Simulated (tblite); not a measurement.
Species: C₅H₈F₂O₂Si.
Atom-mapped SMILES: `[O:1]=[CH:2][O:3][C@@H:4]1[C@H:5]([F:6])[CH2:7][SiH2:8][C@H:9]1[F:10]` (hydrogens: H11 on C2; H12 on C4; H13 on C5; H14, H15 on C7; H16, H17 on Si8; H18 on C9)

A start from a force field or distance geometry was refined with GFN2-xTB geometry optimisation, gas phase in tblite. Values at the start:

```csv
coordinate,start
O1=C2,1.211 Å
C2–O3,1.354 Å
O3–C4,1.452 Å
C4–C5,1.529 Å
C4–C9,1.548 Å
C4–H12,1.102 Å
C5–F6,1.362 Å
C5–C7,1.535 Å
C5–H13,1.090 Å
C7–Si8,1.925 Å
C7–H14,1.095 Å
C7–H15,1.099 Å
Si8–C9,1.894 Å
Si8–H16,1.494 Å
Si8–H17,1.491 Å
C9–F10,1.360 Å
C2–O3–C4,114.1°
O3–C4–C9,108.2°
C4–C5–F6,109.5°
C4–C5–C7,109.2°
C5–C4–C9,106.7°
F6–C5–C7,107.8°
C7–Si8–C9,94.1°
Si8–C9–F10,109.4°
C2–O3–C4–C5,-75°
C4–C5–C7–Si8,39°
C5–C7–Si8–C9,-14°
C7–Si8–C9–F10,-132°
```

Problem. How do these coordinates change at the GFN2-xTB level?

Solution. 
```csv
coordinate,GFN2-xTB (Å or °),change
Si8–C9,1.931,+0.037
Si8–H16,1.460,-0.034
C2–O3,1.320,-0.034
Si8–H17,1.459,-0.032
C4–C9,1.523,-0.025
C9–F10,1.385,+0.025
O3–C4,1.430,-0.022
C5–F6,1.384,+0.022
O1=C2,1.196,-0.015
C7–Si8,1.911,-0.014
C5–C7,1.522,-0.013
C7–H15,1.088,-0.011
C7–H14,1.089,-0.006
C5–H13,1.096,+0.006
C4–H12,1.098,-0.004
C4–C5,1.533,+0.004
C2–O3–C4,116.8,+2.7
Si8–C9–F10,112.0,+2.6
O3–C4–C9,110.2,+2.0
C5–C4–C9,108.1,+1.4
C4–C5–F6,108.2,-1.3
C7–Si8–C9,92.9,-1.2
C4–C5–C7,108.2,-1.0
F6–C5–C7,108.6,+0.8
C5–C7–Si8–C9,-20,-6
C2–O3–C4–C5,-81,-6
C7–Si8–C9–F10,-127,+5
C4–C5–C7–Si8,43,+4
```

The energy falls by 0.212 eV over 50 L-BFGS steps, the largest force on an atom goes from 1.73 to 0.009 eV/Å, and the atoms move by 0.097 Å rms after alignment. The bond that changes most is Si8–C9 (SiH2 silicon to sp3 C–F carbon), which lengthens by 0.037 Å. Bonds longer at the end by more than 0.005 Å: 4 of 18; shorter: 10. Among the dihedrals that turn most is C2–O3–C4–H12, from 50° to 39°. Rotational constants go from 1692, 883.9, 694.2 to 1677, 885.8, 695.7 MHz.

Its GFN2-xTB frequencies are all real (lowest 40 cm⁻¹). The numbers are those of one conformer.

All values are computed, not measured.
